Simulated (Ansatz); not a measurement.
C3H6Cl (SMILES [CH2]CCCl), doublet, at a GFN2-xTB geometry, atoms displaced at random by about 0.05 Å a coordinate. Base run: PBE0/3-21G (Ansatz, an electronic-structure program).

The Ansatz input:
Ansatz 0.2 input:
```yaml
crystal:
  periodic: [false, false, false]
  atoms:
    - {symbol: C, position_ang: [0.97423416, -0.61878446, 0.08178319]}
    - {symbol: C, position_ang: [2.50407024, -0.13744240, 0.07542126]}
    - {symbol: C, position_ang: [-0.01540881, 0.57468369, -0.07865078]}
    - {symbol: H, position_ang: [0.83573906, -1.18235764, 0.91713103]}
    - {symbol: H, position_ang: [0.85722583, -1.26021789, -0.79829712]}
    - {symbol: Cl, position_ang: [-1.69080175, 0.17158799, -0.07288000]}
    - {symbol: H, position_ang: [2.80719248, 0.12246439, -0.97995086]}
    - {symbol: H, position_ang: [2.94128729, 0.18775313, 0.87854072]}
    - {symbol: H, position_ang: [0.15396157, 1.26396056, 0.91189889]}
    - {symbol: H, position_ang: [0.27459605, 1.17483117, -0.83497040]}
basis:
  gaussian:
    orbitals: 3-21G.json
hamiltonian:
  xc: pbe0
magnetization: {spin_polarized: true, initial_magnetization: 1}
relax: {}
```
The basis file holds 3-21G in the JSON format of the Basis Set Exchange.

Variants of this job, named by their change:

```csv
change,ΔE vs base (µEh),optimiser steps,core-seconds (rough)
base,0.0,7,20
relax = f_tol: 0.05,2.6,6,10
relax = max_displacement: 0.5,0.9,8,20
relax = f_tol: 0.0005,-0.3,11,20
relax = max_displacement: 0.02,1.2,15,30
relax = f_tol: 0.002,-0.3,9,20
relax = f_tol: 0.1,79.5,5,10
```
